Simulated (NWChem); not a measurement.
All runs are NWChem calculations. System: ClFPb, charge 0, spin multiplicity 1, at a geometry optimised with B3LYP/def2-SVP with def2 effective core potentials on Pb. The structure started from a generated list of species. Level: PBE0/def2-TZVP with def2 effective core potentials on Pb.

Input file:

```
start mol
memory heap 200 mb stack 900 mb global 1100 mb
geometry units angstroms nocenter noautoz
  Pb    -0.366624    -0.171686     0.000000
  F      0.991269    -1.728955     0.000000
  Cl     1.243631     1.743461     0.000000
  symmetry group Cs
end
basis spherical
  * library def2-tzvp
end
ecp
  Pb library def2-ecp
end
dft
  xc pbe0
  semidirect memsize 60000000 filesize 0
  iterations 100
end
task dft energy
```

Output (cleaned and shortened):

```
             Northwest Computational Chemistry Package (NWChem) 7.3.0
             --------------------------------------------------------

                                NWChem Input Module
                                -------------------

 Scaling coordinates for geometry "geometry" by  1.889725989
 (inverse scale =  0.529177249)

 Turning off AUTOSYM since
 SYMMETRY directive was detected!

                             Geometry "geometry" -> ""
                             -------------------------

 Output coordinates in angstroms (scale by  1.889725989 to convert to a.u.)

  No.       Tag          Charge          X              Y              Z
 ---- ---------------- ---------- -------------- -------------- --------------
    1 Pb                  82.0000    -0.36662400    -0.17168600     0.00000000
    2 F                    9.0000     0.99126900    -1.72895500     0.00000000
    3 Cl                  17.0000     1.24363100     1.74346100     0.00000000

 Effective nuclear repulsion energy (a.u.)     507.0868829844

            Nuclear Dipole moment (a.u.)
            ----------------------------
        X                 Y               Z
 ---------------- ---------------- ----------------
    -0.0000377945    -0.0000188973     0.0000000000

      Symmetry information
      --------------------

 Group name             Cs
 Group number              2
 Group order               2
 No. of unique centers     3

      Symmetry unique atoms

     1    2    3


 Summary of "ao basis" -> "" (spherical)
 ------------------------------------------------------------------------------
       Tag                 Description            Shells   Functions and Types
 ---------------- ------------------------------  ------  ---------------------
 *                         def2-tzvp                  on all atoms

                                 NWChem DFT Module
                                 -----------------

 Summary of "ao basis" -> "ao basis" (spherical)
 ------------------------------------------------------------------------------
       Tag                 Description            Shells   Functions and Types
[...]
              MO Center=  8.9D-01,  1.1D+00, -6.4D-15, r^2= 3.3D+00
   Bfn.  Coefficient  Atom+Function         Bfn.  Coefficient  Atom+Function
  ----- ------------  ---------------      ----- ------------  ---------------
    96      0.466521  3 Cl px                99      0.318352  3 Cl px
     5      0.246293  1 Pb s                  6      0.225221  1 Pb s
    93      0.217905  3 Cl px                 3     -0.207702  1 Pb s
    87     -0.178829  3 Cl px                56      0.140119  2 F  px
     2      0.125231  1 Pb s                 10      0.121278  1 Pb px

 Vector   25  Occ=0.000000D+00  E=-1.130153D-01  Symmetry=a"
              MO Center= -3.8D-01, -1.0D-01,  7.8D-15, r^2= 3.8D+00
   Bfn.  Coefficient  Atom+Function         Bfn.  Coefficient  Atom+Function
  ----- ------------  ---------------      ----- ------------  ---------------
    18      0.565655  1 Pb pz                12     -0.412753  1 Pb pz
    15      0.330454  1 Pb pz                21      0.296915  1 Pb pz
   101     -0.153669  3 Cl pz                98     -0.133680  3 Cl pz
    58     -0.114870  2 F  pz                64     -0.101570  2 F  pz
    61     -0.088009  2 F  pz                 9      0.085745  1 Pb pz

 Vector   26  Occ=0.000000D+00  E=-3.639490D-02  Symmetry=a'
              MO Center= -4.3D-01, -7.3D-02, -4.3D-16, r^2= 5.4D+00
   Bfn.  Coefficient  Atom+Function         Bfn.  Coefficient  Atom+Function
  ----- ------------  ---------------      ----- ------------  ---------------
    19      0.490679  1 Pb px                 5      0.422620  1 Pb s
    16      0.328408  1 Pb px                86     -0.294514  3 Cl s
    10     -0.272019  1 Pb px                20      0.267368  1 Pb py
    17      0.255432  1 Pb py                13      0.234938  1 Pb px
   100      0.217288  3 Cl py                11     -0.186736  1 Pb py

 Vector   27  Occ=0.000000D+00  E=-3.433662D-02  Symmetry=a'
              MO Center= -5.7D-01, -9.2D-02, -3.7D-16, r^2= 5.1D+00
   Bfn.  Coefficient  Atom+Function         Bfn.  Coefficient  Atom+Function
  ----- ------------  ---------------      ----- ------------  ---------------
    20      0.525667  1 Pb py                19     -0.314729  1 Pb px
    17      0.286963  1 Pb py                11     -0.278384  1 Pb py
    14      0.244791  1 Pb py                 5     -0.203055  1 Pb s
    32     -0.181469  1 Pb d -2              16     -0.177341  1 Pb px
    55      0.157839  2 F  s                 10      0.156811  1 Pb px

 center of mass
 --------------
 x =  -0.10048241 y =  -0.05473605 z =   0.00000000

 moments of inertia (a.u.)
 ------------------
         603.493778604340        -199.790812628141           0.000000000000
        -199.790812628141         356.984061250043           0.000000000000
           0.000000000000           0.000000000000         960.477839854382

     Multipole analysis of the density
     ---------------------------------

     L   x y z        total         alpha         beta         nuclear
     -   - - -        -----         -----         ----         -------
     0   0 0 0      0.000000    -24.000000    -24.000000     48.000000

     1   1 0 0     -1.954810    -21.761953    -21.761953     41.569096
     1   0 1 0     -0.072145     -9.769248     -9.769248     19.466351
     1   0 0 1     -0.000000     -0.000000     -0.000000      0.000000

     2   2 0 0    -35.007169    -85.520083    -85.520083    136.032998
     2   1 1 0      0.752510    -40.369256    -40.369256     81.491022
     2   1 0 1     -0.000000     -0.000000     -0.000000      0.000000
     2   0 2 0    -39.970222   -161.446037   -161.446037    282.921851
     2   0 1 1     -0.000000     -0.000000     -0.000000      0.000000
     2   0 0 2    -30.243725    -15.121863    -15.121863      0.000000

 Task  times  cpu:        4.7s     wall:        4.7s

 Total times  cpu:        4.7s     wall:        4.7s
```
